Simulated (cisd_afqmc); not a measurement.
Input (AFQMC/CISD/cc-pVTZ; cisd_afqmc is a phaseless AFQMC code with CISD trial states that reads the integrals written by Ansatz):

Ansatz 0.2 input:
```python
import cisd_afqmc

open("ham.yaml", "w").write("""\
crystal:
  periodic: [false, false, false]
  atoms:
    - {symbol: C, position_ang: [-1.53979150, 0.26545639, 0.27089219]}
    - {symbol: C, position_ang: [-0.62338202, -0.98154047, 0.20237947]}
    - {symbol: C, position_ang: [0.59707019, -0.03733106, 0.27862315]}
    - {symbol: C, position_ang: [-0.32373306, 1.12397970, -0.15764146]}
    - {symbol: N, position_ang: [1.71320044, -0.34677875, -0.60216196]}
    - {symbol: H, position_ang: [-1.85565850, 0.48487070, 1.29119961]}
    - {symbol: H, position_ang: [-2.41652261, 0.27983329, -0.37473893]}
    - {symbol: H, position_ang: [-0.66443027, -1.45559828, -0.77908749]}
    - {symbol: H, position_ang: [-0.72968169, -1.74198353, 0.97616781]}
    - {symbol: H, position_ang: [0.89113256, 0.10039388, 1.32883462]}
    - {symbol: H, position_ang: [-0.18380706, 2.09367149, 0.32031273]}
    - {symbol: H, position_ang: [-0.28014244, 1.24464730, -1.24079997]}
    - {symbol: H, position_ang: [2.17970750, -1.19598411, -0.30018422]}
    - {symbol: H, position_ang: [2.40601782, 0.39421310, -0.57209056]}
basis:
  gaussian:
    orbitals: cc-pVTZ
magnetization: {spin_polarized: false}
correlation: {method: ccsd, electrons: outside_noble_gas, hamiltonian_folder: ham}
""")
rep = cisd_afqmc.ansatz("ham.yaml")
e_ccsd = rep["correlation"]["coupled_cluster"]["energy"]["hartree"]
out = cisd_afqmc.run("ham", e_ccsd, trial="CISD", walkers=1000, populations=1, threads=12, dt=0.005, steps=40, early=24, settle=10, least=100,
    cut=5e-5, rank_cut=2e-4, target=0.0007, seconds=1500, seed=4, memory=62639, gpu=True)
```

Output:

```
orbitals 271, occupied [15], factors 1516 of 1558, rank of the doubles 993 of 3840
E(HF) = -211.198948
E(CCSD) on the cut factors = -212.144921, shift to the whole factors -0.000019
Energy of the trial state on the determinant = -212.144880
  tau behind 7.2 of longer steps, mean of the populations' last blocks
   2.0  -212.18661
   4.0  -212.18739
   6.0  -212.18166
   8.0  -212.18816
  10.0  -212.18738
  12.0  -212.18494
  14.0  -212.18421
  16.0  -212.18387
  18.0  -212.18746
  20.0  -212.18463
  22.0  -212.18633
blocks 100 (0 outliers left out), error by blocks joined: 1: 0.00038, 2: 0.00045, 4: 0.00054, 8: 0.00066
E(AFQMC/CISD) = -212.18560 +/- 0.00066
```

The error still grows at the longest joins of blocks, or few joins were possible, so the printed bar may be too narrow.
